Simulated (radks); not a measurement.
The numbers below are computed, except where a source is named.
Spherical quantum dot in the effective-mass picture: electrons in a parabolic well V = omega^2 r^2 / 2 with omega = 0.648, with a point charge +2 (a donor) at the centre, all in effective atomic units (hartree* = m*/eps^2 hartree, bohr* = eps/m* bohr), one dielectric constant everywhere. Level of theory: non-relativistic Kohn-Sham, LDA (Slater exchange, Perdew-Wang correlation), spin-polarised, spherical densities (a radial shooting solver with Libxc functionals). Levels are named by radial order and angular momentum (1s, 1p, 1d, 2s, ...), and open shells are averaged over m.

N = 8, configuration 1s2 1p6. This is the lowest configuration that the search found. Occupied and some empty levels:

| level | occupation | eigenvalue (hartree*) | <r> (bohr*) |
|---|---|---|---|
| 1s | 2 | 2.7256 | 0.9372 |
| 1p | 6 | 3.7491 | 2.093 |
| 2s | 0 | 3.8578 | 2.192 |
| 1d | 0 | 4.2638 | 2.518 |
| 1f | 0 | 4.7800 | 2.825 |

Energy (hartree*): total 12.9114, kinetic 6.6794, external -6.6027, Hartree 16.012, exchange-correlation -3.1778. Static polarisability (adiabatic kernel): 19.86 bohr*^3, against N/omega^2 = 19.05 from the generalised Kohn theorem, which the central charge breaks.

Electron density:

| r (bohr*) | n(r) (e/bohr*^3) |
|---|---|
| 0.279 | 1.209 |
| 0.578 | 0.4561 |
| 0.877 | 0.2277 |
| 1.18 | 0.1509 |
| 1.48 | 0.1163 |
| 1.77 | 0.09089 |
| 2.07 | 0.06660 |
| 2.37 | 0.04422 |
| 2.67 | 0.02610 |
| 2.97 | 0.01358 |
| 3.27 | 0.006193 |
| 3.57 | 0.002474 |
| 3.87 | 0.0008653 |
